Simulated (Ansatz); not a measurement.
`[F][GeH]1[O]C[S]1`. Total charge 0; spin multiplicity 1. Geometry: relaxed with PBE0-D4/def2-TZVP.

```xyz
8

F    -0.429   -0.661    2.388
Ge   -0.606    0.331    0.983
O     0.945    0.470    0.112
C     0.602   -0.254   -1.053
S    -1.189   -0.716   -0.846
H    -1.234    1.624    1.502
H     0.710    0.367   -1.944
H     1.201   -1.162   -1.144
```

Question: What is the dipole moment at r2SCAN/def2-TZVPP? (Best estimate.)

Answer: The calculation gave: 1.76 D, with components (-0.39, 1.20, -1.24) D in this frame, pointing from negative to positive charge.

Question: And with PBE, B3LYP, ωB97M-V? (An estimate is asked.)

Answer: Ansatz gave: PBE 1.71 D, B3LYP 1.85 D, ωB97M-V 1.84 D.

Question: Give the Mulliken charges with r2SCAN, ωB97M-V, B3LYP in def2-TZVPP. (Estimate.)

Answer: The calculation gave: 
```
atom  r2SCAN  ωB97M-V  B3LYP
  F1   -0.35    -0.36  -0.36
 Ge2    0.75     0.70   0.75
  O3   -0.43    -0.42  -0.42
  C4    0.17    -0.01   0.05
  S5   -0.29    -0.22  -0.26
  H6    0.00     0.03   0.01
  H7    0.07     0.13   0.12
  H8    0.08     0.13   0.12
```

B3LYP here is the variant with VWN-RPA as its local correlation; programs differ in this.
